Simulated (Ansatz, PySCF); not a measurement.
GeHO, SMILES [OH+]=[Ge] (connectivity only; charge and spin as stated), charge +1, multiplicity 1.

The structure is a stationary point at PBE0-D3(BJ)/def2-TZVP. The isomer is the one that the SMILES or the coordinates give; other isomers of the formula were not compared.

Vertical ionisation energy (IE) and electron affinity (EA) in eV. Rows of orbital energies are one-electron estimates. Where ΔSCF, EOM or ADC give a negative EA the extra electron is unbound and the value depends on the basis.

```csv
level,IE,EA
"−ε(HOMO), −ε(LUMO), ωB97X/def2-TZVPD (PySCF)",19.55,6.58
"−ε(HOMO), −ε(LUMO), B3LYP/def2-TZVPD (PySCF)",16.75,9.03
"−ε(HOMO), −ε(LUMO), PBE/def2-TZVPD (PySCF)",15.48,9.61
ADC(2)/aug-cc-pVDZ (PySCF),[?],[?]
"ΔSCF, ωB97X-V/def2-TZVPD (Ansatz), final states of multiplicity 2 and 2",19.76,6.31
"ΔSCF, PBE/def2-TZVPD (Ansatz), final states of multiplicity 2 and 2",19.79,6.30
```

Q: What belongs in the gaps? (Estimate from the structure and the level; the computed values follow.)

A: 
- ADC(2)/aug-cc-pVDZ (PySCF), IE: 18.12
- ADC(2)/aug-cc-pVDZ (PySCF), EA: 6.18

Q: What vertical singlet–triplet gap does ΔSCF give with ωB97X-V/def2-TZVPD (Ansatz, an electronic-structure program) and with PBE/def2-TZVPD (Ansatz)? (Estimate from the structure and the level; the computed values follow.)

A: 5.51 and 5.50 eV (triplet above singlet where positive).

Q: Beyond the first one, list the lowest photoelectron lines from ADC(2)/aug-cc-pVDZ run with PySCF with their pole strengths (two spins summed). (The exact figures need the calculation; the answer reports its results.)

A: 19.49 eV (1.88), 25.58 eV (1.70).
